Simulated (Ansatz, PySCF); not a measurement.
Si(F)2(Me)(NH2) (CH₅F₂NSi), SMILES C[Si](N)(F)F. Atoms are numbered in the order given.

```xyz
10

C      1.5569     0.6327    -0.7480
Si     0.0271     0.0174     0.0781
N     -1.1700     1.2167     0.2047
F      0.3244    -0.5193     1.5751
F     -0.4744    -1.3138    -0.7049
H      1.3388     0.9861    -1.7677
H      2.0027     1.4637    -0.1821
H      2.3002    -0.1745    -0.8271
H     -1.3316     1.8795    -0.5432
H     -1.9976     1.0800     0.7732
```
Charge 0, spin multiplicity 1.

The structure is a stationary point at PBE0-D3(BJ)/def2-SVP. This is a generated structure with no PubChem entry under its InChIKey; it may be hypothetical. One conformer was computed; it need not be the lowest.

Two levels are set side by side: PBE-D3(BJ)/def2-SVP (Ansatz, a program for electronic structure) and PBE0-D3(BJ)/def2-SVP (Ansatz). Each level has its own optimised geometry; the coordinates shown are those of the second. Frequencies come from the Hessian of PySCF at each geometry. Differences are taken from unrounded values.

```json
[
 {"quantity": "mean bond length (Å)", "PBE0-D3(BJ)": "1.346", "PBE-D3(BJ)": "1.357", "PBE-D3(BJ) minus PBE0-D3(BJ)": "0.011"},
 {"quantity": "bond C1–Si2 (Å)", "PBE0-D3(BJ)": "1.844", "PBE-D3(BJ)": "1.856", "PBE-D3(BJ) minus PBE0-D3(BJ)": "0.012"},
 {"quantity": "bond Si2–N3 (Å)", "PBE0-D3(BJ)": "1.699", "PBE-D3(BJ)": "1.715", "PBE-D3(BJ) minus PBE0-D3(BJ)": "0.016"},
 {"quantity": "bond Si2–F4 (Å)", "PBE0-D3(BJ)": "1.618", "PBE-D3(BJ)": "1.633", "PBE-D3(BJ) minus PBE0-D3(BJ)": "0.015"},
 {"quantity": "bond Si2–F5 (Å)", "PBE0-D3(BJ)": "1.624", "PBE-D3(BJ)": "1.640", "PBE-D3(BJ) minus PBE0-D3(BJ)": "0.016"},
 {"quantity": "bond C1–H6 (Å)", "PBE0-D3(BJ)": "1.101", "PBE-D3(BJ)": "1.109", "PBE-D3(BJ) minus PBE0-D3(BJ)": "0.008"},
 {"quantity": "bond C1–H7 (Å)", "PBE0-D3(BJ)": "1.100", "PBE-D3(BJ)": "1.108", "PBE-D3(BJ) minus PBE0-D3(BJ)": "0.008"},
 {"quantity": "bond C1–H8 (Å)", "PBE0-D3(BJ)": "1.100", "PBE-D3(BJ)": "1.108", "PBE-D3(BJ) minus PBE0-D3(BJ)": "0.008"},
 {"quantity": "bond N3–H9 (Å)", "PBE0-D3(BJ)": "1.012", "PBE-D3(BJ)": "1.022", "PBE-D3(BJ) minus PBE0-D3(BJ)": "0.009"},
 {"quantity": "bond N3–H10 (Å)", "PBE0-D3(BJ)": "1.013", "PBE-D3(BJ)": "1.023", "PBE-D3(BJ) minus PBE0-D3(BJ)": "0.009"},
 {"quantity": "highest harmonic wavenumber (cm⁻¹)", "PBE0-D3(BJ)": "3730", "PBE-D3(BJ)": "3601", "PBE-D3(BJ) minus PBE0-D3(BJ)": "-129"},
 {"quantity": "mean harmonic wavenumber (cm⁻¹)", "PBE0-D3(BJ)": "1263", "PBE-D3(BJ)": "1225", "PBE-D3(BJ) minus PBE0-D3(BJ)": "-38"},
 {"quantity": "zero-point energy (kcal/mol)", "PBE0-D3(BJ)": "43.33", "PBE-D3(BJ)": "42.02", "PBE-D3(BJ) minus PBE0-D3(BJ)": "-1.30"}
]
```

Exact exchange shortens and stiffens bonds; PBE has none. Differences between two approximate levels are no errors against the true value.
